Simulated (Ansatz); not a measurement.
`[SiH3]CC1C[SiH2]1` → `CC1C[SiH2]1` + `[SiH2]` at 298.15 K and 1 bar (silylene formation by 1,1-elimination).

Isolated molecules relaxed with PBE0-D4/def2-TZVP in Ansatz; ΔE leaves out vibrations. CCSD(T)/CBS is the MP2 limit (def2-TZVPP, def2-QZVPP) plus CCSD(T) − MP2 in def2-TZVPP, frozen cores. This one scheme is used for every species. Each species was taken in one conformer, which may not be the lowest.

| species | CCSD(T)/CBS energy (Eh) | H − E (kJ/mol) | S (J/(mol·K)) |
| --- | --- | --- | --- |
| `[SiH3]CC1C[SiH2]1` | -698.28589 | 318.9 | 358.3 |
| `CC1C[SiH2]1` | -408.00872 | 274.0 | 303.6 |
| `[SiH2]` | -290.19011 | 40.6 | 207.5 |

H − E and S are ideal-gas, rigid-rotor, harmonic terms from PBE0-D4/def2-TZVP, for one conformer and one mirror image of each species. 1 Eh = 2625.50 kJ/mol, R = 8.31446 J/(mol·K).

Problem. By hand: ΔE, ΔH, ΔS and ΔG.

Solution. ΔE = (-408.00872) + (-290.19011) − (-698.28589) = 0.08706 Eh = 228.6 kJ/mol. Δ(H − E) = 274.0 + 40.6 − 318.9 = -4.3, so ΔH = 224.3 kJ/mol. ΔS = 303.6 + 207.5 − 358.3 = 152.8 J/(mol·K). ΔG = 224.3 − 298.15 × (152.8)/1000 = 178.7 kJ/mol.

Problem. By hand: the equilibrium constant, and the temperature at which ΔG would vanish if ΔH and ΔS stayed fixed.

Solution. log₁₀ K = −ΔG/(RT ln 10) = -31.3. ΔG = 0 at ΔH/ΔS = 1468 K.

The number of gas molecules changes by +1, which sets the sign of ΔS. A doubt of 5 kJ/mol in ΔE shifts log₁₀ K by 0.9 here. Other conformers and mirror images would add mixing entropy, several J/(mol·K) or more a flexible species. These are equilibria of isolated gas molecules and say nothing of rates. Largest T1 diagnostic: 0.014 (customary marks: 0.02 for closed shells, 0.045 for open ones).
